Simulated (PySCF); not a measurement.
Calibrating a computed gas-phase basicity (−ΔG)

These are calculated values, ωB97X-D3(BJ)/def2-TZVP in PySCF (grid level 2) at geometries from PBE0-D3(BJ)/def2-SVP. ωB97X-D3(BJ) is ωB97X-V with D3(BJ) in place of VV10. Thermal corrections: PBE0-D3(BJ)/def2-SVP frequencies, unscaled, ideal gas at 298.15 K and 1 bar, quasi-RRHO entropy.

| molecule | computed / kJ/mol | measured / kJ/mol |
| --- | --- | --- |
| methyl chloride, `CCl` (CH3Cl) | 629 | 621 |
| methyl bromide, `CBr` (CH3Br) | 644 | 638 |
| 3-chloropropionitrile, `N#CCCCl` (C3H4ClN) | 748 | ? |
| `P` (PH3) | 764 | 751 |
| ammonia, `N` (NH3) | 829 | 819 |
| `NN` (H4N2) | 844 | 822 |
| phosphorous acid, `OP(O)O` (H3O3P) | 864 | 789 |

Question: Fit a straight line to the complete rows and predict the measured value of `N#CCCCl` (C3H4ClN).

Answer: measured = 97.0 + 0.8435·computed (6 points, rms 19 kJ/mol, correlation 0.972). At 748 this gives 728 kJ/mol; the measured value is 742 kJ/mol, so the fit is off by 14.

Measured values: NIST Chemistry WebBook, evaluated or the median of agreeing entries.

phosphorous acid: the gap is larger than usual, and may come from another state, site, conformer or species, from the functional or basis, or from an outlying measurement.

Notes. methyl chloride: the best site listed is a halogen, a weak base; protonation of a C–C, C–H or other σ bond isn't listed and may be favoured; methyl bromide: the best site listed is a halogen, a weak base; protonation of a C–C, C–H or other σ bond isn't listed and may be favoured.

(3-chloropropionitrile) Structures, frequencies and single points took 4.3 min of wall time on 1 thread of Arm Neoverse V1 (shared host), launched as `OMP_NUM_THREADS=1 python redox_run.py task.json out`.
